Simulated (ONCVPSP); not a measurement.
## What one change does to a pseudopotential (thallium (Tl), ONCV)

* Element: Tl
* Generator: ONCVPSP 4.0.1
* Type: optimised norm-conserving Vanderbilt (ONCV)
* Functional: PBE
* Relativity: scalar-relativistic
* Frozen core: [Xe] 4f14 5d10
* Valence charge: 3
* Reference configuration: 6s1.5 6p1.5
* Partial waves: 6s: rc 1.90 bohr, ncon 4, nbas 7, qcut 2.8 1/bohr, 3 projectors, debl 3.1 Ha; 6p: rc 1.90 bohr, ncon 4, nbas 8, qcut 3.8 1/bohr, local
* Local potential: the p channel
* Core correction: polynomial model core, fcfact 0.4

Change: s: qcut 3.1; p: qcut 4.2.

Cutoffs: the cutoffs (Ha) at which the residual kinetic energy of the hardest occupied pseudo-wave falls to 1 and 0.1 mHa per electron; they do not see the model core or the augmentation charge, which bear on the density cutoff. Errors are all-electron minus pseudo energies relative to the spin-unpolarised reference configuration.

How do hardness, ghosts and transferability respond?

The potential gets softer (43 Ha and 57 Ha → 32 Ha and 56 Ha); both files keep a bound ghost (s); of the 4 tests that both files solve, the error grows in 0 and shrinks in 1 by more than 15 % and 0.3 meV (median size 6.4 → 6.1 meV).

```csv
quantity,base,changed
"cutoff, loose",43 Ha,32 Ha
"cutoff, tight",57 Ha,56 Ha
loose cutoff by channel,"s 11 Ha, p 43 Ha","s 8.1 Ha, p 32 Ha"
bound ghosts,s,s
GHOST(+) flags under 300 eV,s at 292.1 eV,s at 242.0 eV
"error for 6s2 6p1, meV [ΔE -3.65 eV]",-8.4,-8.2
"error for 6s2 6p0, meV [ΔE 1.52 eV]",-4.4,-4.1
"error for 6s1 6p0, meV [ΔE 22.30 eV]",-251,-251
"error for 6s2 6p0.5, meV [ΔE -1.79 eV]",-1.3,-1.0
s: phases at 1.93 bohr within 0.05 rad from the reference energy up to (Ha; the scan ends near 5),to the end of the scan,to the end of the scan
p: phases at 1.93 bohr within 0.05 rad from the reference energy up to (Ha; the scan ends near 5),0.3,0.3
"rms error of d²Exc/dni dnj with the model core, mHa",1.11,1.13
```

 A true bound ghost makes a file unfit for plane-wave use even where its test errors are small: the radial tests pick states by their node count and pass the ghost by.
